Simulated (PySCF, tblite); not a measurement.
Species: C5H10NOP.
Cartesian coordinates in Å at the GFN2-xTB level; atoms count from 1:
```
atom  x, y, z in Å
N1     2.4004   -0.8500    0.8052
P2     0.7325   -0.7197    1.0827
C3    -0.0078   -1.2652   -0.5496
C4    -1.4341   -0.7332   -0.6912
C5    -1.4346    0.7775   -0.7638
O6    -1.8204    1.3795   -1.7339
C7    -0.8898    1.4714    0.4638
C8     0.5734    1.0928    0.6961
H9     2.8156   -1.6823    1.2011
H10    2.6983   -0.7343   -0.1582
H11    0.6147   -0.9052   -1.3773
H12   -0.0192   -2.3584   -0.5845
H13   -2.0220   -1.0454    0.1751
H14   -1.9002   -1.1297   -1.5967
H15   -0.9869    2.5515    0.3304
H16   -1.4826    1.1685    1.3308
H17    0.9750    1.6556    1.5418
H18    1.1789    1.3329   -0.1835
```

Method: wB97X-D/def2-SVPD in PySCF (dipole) on a GFN2-xTB geometry, gas phase.

Take the most abundant isotopes and a rigid rotor. The values belong to one conformer with, in the numbering `[NH2:1][P:2]1[CH2:3][CH2:4][C:5](=[O:6])[CH2:7][CH2:8]1`, H–N1–P2–C3 -101° and 28°, N1–P2–C3–C4 -159°, P2–C3–C4–C5 65°, C3–C4–C5–O6 117°, C4–C5–C7–C8 62°.

Question: What are A, B and C (MHz)?

Answer: Ia = 147.60, Ib = 413.78, Ic = 487.47 u·Å²; 505379 MHz·u·Å²/I gives A = 3424, B = 1221, C = 1037 MHz.

Question: What kind of rotor is it?

Answer: An asymmetric top: κ = (2 × 1221 − 3424 − 1037)/(3424 − 1037) = -0.85.

Question: Is it planar, by Δ = Ic − Ia − Ib?

Answer: Not planar: Δ = Ic − Ia − Ib = -73.91 u·Å². For a rigid frame Δ = −2 Σ m c², so Σ m c² = 36.95 u·Å² lies off the ab plane: 11.00 from hydrogen and 25.95 from heavier atoms. The atom farthest from that plane is 1.65 Å away.

Question: Where do the levels up to J = 3 lie, in cm⁻¹?

Answer: Above 0(0,0):
J = 1: 1(0,1) 0.0753, 1(1,1) 0.1488, 1(1,0) 0.1550
J = 2: 2(0,2) 0.2256, 2(1,2) 0.2933, 2(1,1) 0.3118, 2(2,1) 0.5322, 2(2,0) 0.5326
J = 3: 3(0,3) 0.4501, 3(1,3) 0.5098, 3(1,2) 0.5467, 3(2,2) 0.7582, 3(2,1) 0.7600, 3(3,1) 1.1411, 3(3,0) 1.1412

Question: Which lines would a microwave search look for?

Answer: The dipole components are |μa| = 2.63 D, |μb| = 0.97 D, |μc| = 0.16 D. The squared components, which scale the intensities, stand as 1.00 : 0.14 : 0.00 (a : b : c). Some lines, for components of 0.1 D or more:

```csv
type,branch,"J(Ka,Kc)",MHz,lower level (cm⁻¹)
c,Q,"2(1,2) ← 2(0,2)",2029,0.226
c,Q,"1(1,1) ← 1(0,1)",2203,0.075
a,R,"1(0,1) ← 0(0,0)",2258,0.000
b,R,"2(0,2) ← 1(1,1)",2302,0.149
b,Q,"1(1,0) ← 1(0,1)",2387,0.075
b,Q,"2(1,1) ← 2(0,2)",2583,0.226
b,R,"1(1,1) ← 0(0,0)",4461,0.000
a,R,"2(0,2) ← 1(0,1)",4505,0.075
a,R,"2(1,1) ← 1(1,0)",4701,0.155
b,R,"2(1,2) ← 1(0,1)",6534,0.075
b,Q,"2(2,0) ← 2(1,1)",6619,0.312
c,R,"2(1,1) ← 1(0,1)",7088,0.075
b,Q,"2(2,1) ← 2(1,2)",7162,0.293
c,R,"2(2,0) ← 1(1,0)",11320,0.155
b,R,"2(2,0) ← 1(1,1)",11505,0.149
```

Its GFN2-xTB frequencies are all real (lowest 64 cm⁻¹). Constants of a rigid frame at the computed geometry: no zero-point averaging, no centrifugal distortion. A rigid rotor knows nothing of inversion at nitrogen, which can split or shift real lines. Quadrupole hyperfine structure (14N) is left out.
